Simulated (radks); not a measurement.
S9+, configuration [He] 2s2 2p3.

Calculated with a radial shooting solver on a logarithmic mesh with Libxc functionals: scalar-relativistic Kohn-Sham, BLYP, spin-polarised, spherical densities, point nucleus; open shells are filled with parallel spins first.

Energy parts (Ry):
part                       energy
total                  -705.40332
kinetic                 708.93069
electron-nucleus      -1533.11537
Hartree                 155.77026
exchange-correlation    -36.98890

Orbitals (lengths in bohr, moments of r in powers of bohr; <r^-3> diverges for s and p1/2):
orbital  occ.  eigenvalue (Ry)    <r^2>  <r^-3>      <r>
1s up       1        -200.1407  0.01258       -  0.09671
1s down     1        -199.5655  0.01250       -  0.09643
2s up       1        -34.30159   0.2265       -   0.4389
2s down     1        -33.17872   0.2327       -   0.4446
2p up       3        -30.97258   0.1846   102.9   0.3888
2p down     0        -29.67953   0.1919   100.2   0.3958

The highest occupied level is 2p up at -421.40 eV. The density falls to 0.001 e/bohr^3 at r = 1.31 bohr.
